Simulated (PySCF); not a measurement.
**Static response to an electric field**

Compound: C2H6ClNSi2.
Cartesian coordinates in Å at the GFN2-xTB level; atoms count from 1:
```xyz
12
C2H6ClNSi2 angstrom
N      1.9513    2.1686   -1.2824
C      1.8260    1.2872   -0.5608
Si     1.5505   -0.1674    0.5809
Si    -0.4731   -1.1385   -0.0119
C     -1.7371    0.2647   -0.3236
Cl    -1.8076    1.2840    1.1449
H      1.6435    0.4130    1.9230
H      2.7220   -1.0222    0.3528
H     -1.0315   -1.9839    1.0484
H     -0.4435   -1.9323   -1.2490
H     -2.7472   -0.0944   -0.5044
H     -1.4522    0.9204   -1.1437
```

Level: B3LYP/def2-SVPD (PySCF), static field, nuclei fixed, core orbitals frozen in the response. The polarisability tensor in these axes (au):

```
x   99.61  2.37 -2.04
y    2.37 99.69 -1.76
z   -2.04 -1.76 88.42
```

**Question.** Diagonalise the tensor; give its mean and Δα, where Δα² is half the sum of the squared differences of the eigenvalues.

**Answer.** Principal values 87.90, 97.29 and 102.53 au; mean 95.91 au = 14.21 Å³ = 15.81 × 10⁻⁴⁰ C²·m²/J; Δα = 12.84 au (13 % of the mean).

**Question.** What is the dipole moment, and where does it point?

**Answer.** (-1.05, -3.78, 0.79) D, 4.00 D in size, pointing from the negative to the positive side. Measured along this direction, the outermost atoms are N1 at the negative end and H9 at the positive end.

**Question.** What molar refraction does this α imply?

**Answer.** Lorentz–Lorenz: R = (4π/3)N_A α = 2.5225 cm³/(mol·Å³) × 14.21 Å³ = 35.9 cm³/mol, in the limit of long wavelengths.

**Question.** Refractivity n − 1 of an ideal gas of it at 298.15 K and 1 atm, from the electronic α?

**Answer.** N = p/kT = 2.4615 × 10¹⁹ cm⁻³, so n − 1 = 2π × N × 14.21 × 10⁻²⁴ cm³ = 2198 × 10⁻⁶ at long wavelengths.

**Question.** What are the principal values of the traceless quadrupole moment, Θ = ½Σq(3rr − r²1), about the centre of nuclear charge?

**Answer.** -15.29, 2.43, 12.86 D·Å. The values depend on the origin, since the dipole doesn't vanish. The electronic extent ⟨r²⟩ about the same centre is 1266 bohr², a root-mean-square distance of 2.25 Å for the 70 electrons.

The structure is a single GFN2-xTB conformer in the gas phase; no vibrational or solvent corrections.
